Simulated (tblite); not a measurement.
C₂H₆F₂OSi.
Cartesian coordinates in Å at the GFN2-xTB level; atoms count from 1:
```xyz
12
C2H6F2OSi angstrom
C      1.742    0.582    0.609
O      1.062   -0.619    0.347
Si    -0.185   -0.978   -0.607
C     -1.715    0.100   -0.072
F     -2.803   -0.113   -0.863
F     -1.419    1.432   -0.200
H      2.348    0.868   -0.253
H      2.392    0.412    1.467
H      1.044    1.389    0.834
H     -0.427   -2.358   -0.232
H      0.012   -0.675   -2.022
H     -2.050   -0.041    0.966
```

Computed values, GFN2-xTB/tblite, gas phase, harmonic and unscaled. The method is semi-empirical: single wavenumbers can be off by several per cent or more. Modes of hydrogen on silicon can be 10 to 20 % off. One conformer, not necessarily the lowest.

Harmonic wavenumbers (cm⁻¹): 34.1, 79.8, 84.6, 159.2, 202.5, 279.1, 292.7, 463.8, 538.1, 595.3, 663.7, 722.7, 737.8, 795.9, 988.0, 1078.4, 1124.4, 1134.1, 1167.7, 1238.9, 1279.2, 1413.4, 1473.4, 1476.4, 2288.3, 2385.4, 2881.9, 2975.0, 2986.3, 3000.1.

A = 5002, B = 1758, C = 1382 MHz; mass 112.016 u (most abundant isotopes); point group C1, symmetry number 1.

Problem. Zero-point energy?

Solution. ½Σν̃ = 17270 cm⁻¹ = 206.60 kJ/mol.

Problem. Give the ideal-gas entropy at 298.15 K and 1 bar in the rigid-rotor, harmonic-oscillator model (classical rotation).

Solution. Translation 167.70, rotation 115.78, vibration 101.43: S = 384.9 J/(mol K).

Problem. And Cp and H(298.15 K) − H(0)?

Solution. Cp = 124.11 J/(mol K), of which vibrations give 90.85 (their classical limit is 30 R = 249.4); H(298.15 K) − H(0) = 24.79 kJ/mol without the zero-point energy, 14.87 from vibrations.

Problem. Which modes carry the vibrational entropy at 298.15 K?

Solution. 34.1 cm⁻¹: 23.33; 79.8 cm⁻¹: 16.30; 84.6 cm⁻¹: 15.82; 159.2 cm⁻¹: 10.71; 202.5 cm⁻¹: 8.83; 279.1 cm⁻¹: 6.44 J/(mol K); the other 24 give 20.00 together.

Problem. How do the functions run with temperature in this model?

Solution. 
```json
{"T (K)": "100", "S (J/(mol K))": "282.7", "Cp (J/(mol K))": "71.7", "H − H(0) (kJ/mol)": "5.32", "G − H(0) (kJ/mol)": "-22.95", "ln q(vib)": "1.88"}
{"T (K)": "200", "S (J/(mol K))": "340.8", "Cp (J/(mol K))": "98.6", "H − H(0) (kJ/mol)": "13.85", "G − H(0) (kJ/mol)": "-54.30", "ln q(vib)": "4.16"}
{"T (K)": "300", "S (J/(mol K))": "385.7", "Cp (J/(mol K))": "124.6", "H − H(0) (kJ/mol)": "25.02", "G − H(0) (kJ/mol)": "-90.69", "ln q(vib)": "6.24"}
{"T (K)": "500", "S (J/(mol K))": "460.0", "Cp (J/(mol K))": "167.6", "H − H(0) (kJ/mol)": "54.49", "G − H(0) (kJ/mol)": "-175.52", "ln q(vib)": "10.06"}
{"T (K)": "800", "S (J/(mol K))": "548.4", "Cp (J/(mol K))": "207.9", "H − H(0) (kJ/mol)": "111.38", "G − H(0) (kJ/mol)": "-327.35", "ln q(vib)": "15.17"}
{"T (K)": "1000", "S (J/(mol K))": "596.8", "Cp (J/(mol K))": "225.1", "H − H(0) (kJ/mol)": "154.78", "G − H(0) (kJ/mol)": "-441.98", "ln q(vib)": "18.22"}
```

q(vib) and H(0) count from the zero-point level.

Problem. Blend soft modes into free rotors: weight 1/[1 + (100 cm⁻¹/ν̃)⁴] for the oscillator and the rest for a rotor with moment μB/(μ + B), μ = h/(8π²ν), B = 10⁻⁴⁴ kg m². What vibrational entropy results?

Solution. 90.04 J/(mol K) in place of 101.43, which changes −T·S at 298.15 K by +3.39 kJ/mol.

Hindered rotation and anharmonicity are outside this model. Other conformers, if any are populated, would add a mixing term that is left out. The structure is chiral; the term R ln 2 for an equal mix with its mirror image is left out.
